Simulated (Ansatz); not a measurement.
A nudged elastic band was laid between two geometries of CH2BrNO (6 atoms, charge 0, multiplicity 1).

All numbers below come from RKS PBE0/def2-SVP in Ansatz.

```yaml
movable_images: 5
climbing_image: yes
spring: 5.0 eV/Å²
optimiser: quadratic models (default)
start_path: through a guess of the saddle point
force_threshold: 0.05 eV/Å
iteration_limit: 60
end_points: relaxed
```

Image 0:

```xyz
6
Properties=species:S:1:pos:R:3
N 0.069 0.791 -0.890
C -0.295 -0.168 -0.171
O 0.203 -0.644 0.976
Br -1.794 -1.209 -0.671
H 0.888 1.278 -0.518
H 0.971 -0.112 1.228
```

Image 6:

```xyz
6
Properties=species:S:1:pos:R:3
N 0.044 0.890 -1.036
C -0.127 0.002 -0.178
O 0.599 -0.214 0.921
Br -1.571 -1.248 -0.366
H 0.849 1.475 -0.798
H 0.247 -0.969 1.410
```

**Question.** Which bonds break or form, and what moves?

**Answer.** No bond is made or broken. The dihedral Br4–C2–O3–H6 goes from 180 to 0°.

**Question.** Give the energies along the band, and the barrier.

**Answer.** The forces met the threshold. The highest image is number 3 of 0 to 6, 0.192 eV above the first end and 0.324 eV above the last; the last end lies 0.131 eV below the first. A vibrational analysis at the climbing image gives one clearly imaginary mode, 446i cm⁻¹: a first-order saddle point.

| image | path coordinate (Å) | energy (eV) | dihedral Br4–C2–O3–H6 (°) |
| --- | --- | --- | --- |
| 0 | 0.00 | 0.000 | 180 |
| 1 | 0.28 | 0.048 | -155 |
| 2 | 0.55 | 0.144 | -129 |
| 3 | 0.83 | 0.192 | -104 |
| 4 | 1.20 | 0.106 | -70 |
| 5 | 1.58 | -0.053 | -36 |
| 6 | 1.95 | -0.131 | 0 |

**Question.** What is the geometry of the highest image?

**Answer.** 
```xyz
6
Properties=species:S:1:pos:R:3:forces:R:3
N 0.008 0.872 -0.914 0.00 0.00 0.00
C -0.201 -0.148 -0.220 0.00 0.00 0.00
O 0.592 -0.706 0.718 0.00 0.00 0.00
Br -1.792 -1.156 -0.504 0.00 0.00 0.00
H 0.914 1.284 -0.670 0.00 0.00 0.00
H 0.521 -0.209 1.543 0.00 0.00 0.00
```

**Question.** What are the harmonic wavenumbers there?

**Answer.** 446i, 357, 402, 556, 662, 864, 1065, 1150, 1272, 1796, 3521, 3856 cm⁻¹.

The band took 8 iterations and roughly 100 core-seconds.

The run took 99 s on 1 thread of Intel(R) Xeon(R) Platinum 8488C (Sapphire Rapids), on a shared host, peak memory 0.19 GiB.
